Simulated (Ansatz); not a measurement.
The lowest singlet and triplet of OS (SMILES O=S); geometries from B3LYP-D3(BJ)/def2-TZVP, each state relaxed from the structure named, with no frequency check, low spin by broken symmetry.
Singlet (charge 0, multiplicity 1):
```xyz
2

O      0.00000     0.00000    -0.99301
S      0.00000     0.00000     0.49651
```
Triplet (charge 0, multiplicity 3):
```xyz
2

O      0.0000     0.0000    -0.9933
S      0.0000     0.0000     0.4966
```

A positive gap puts the triplet lower; no zero-point energy. R- takes a restricted singlet, here one determinant of a half-filled degenerate or near-degenerate pair, which mixes singlet states. The triplet is unrestricted in single-reference levels. Active spaces average the two states.

Cores are frozen in the correlated methods.

Programs: Ansatz (Gaussian orbitals). Each number belongs to the level named beside it.

R-PBE/def2-TZVPP gives 28.73 kcal/mol for the gap E(singlet) − E(triplet), adiabatic.

Predict the shift from PBE, with its sign, for: R-r2SCAN/def2-TZVPP, R-B3LYP/def2-TZVPP, R-wB97M-V/def2-TZVPP, R-B2PLYP/def2-TZVPP, R-MP2/cc-pV(Q+d)Z, R-CCSD(T)/cc-pV(Q+d)Z, SC-NEVPT2 on SA-CASSCF(12,8)/cc-pV(Q+d)Z, FIC-MRCISD+Q on SA-CASSCF(12,8)/cc-pV(Q+d)Z.

R-r2SCAN/def2-TZVPP 5.92; R-B3LYP/def2-TZVPP -0.02; R-wB97M-V/def2-TZVPP -4.10; R-B2PLYP/def2-TZVPP -1.43; R-MP2/cc-pV(Q+d)Z -6.12; R-CCSD(T)/cc-pV(Q+d)Z -5.94; SC-NEVPT2 on SA-CASSCF(12,8)/cc-pV(Q+d)Z -11.51; FIC-MRCISD+Q on SA-CASSCF(12,8)/cc-pV(Q+d)Z -11.69 kcal/mol. 1 of 8 lie above PBE; the widest gap is to FIC-MRCISD+Q on SA-CASSCF(12,8)/cc-pV(Q+d)Z.

Doubts at one or more of the structures used: a restricted determinant that unrestricted orbitals would lower (R-PBE/def2-TZVPP, R-r2SCAN/def2-TZVPP, R-B3LYP/def2-TZVPP, R-wB97M-V/def2-TZVPP, R-B2PLYP/def2-TZVPP, R-MP2/cc-pV(Q+d)Z, R-CCSD(T)/cc-pV(Q+d)Z).

Ansatz is a quantum-chemistry and plane-wave program.
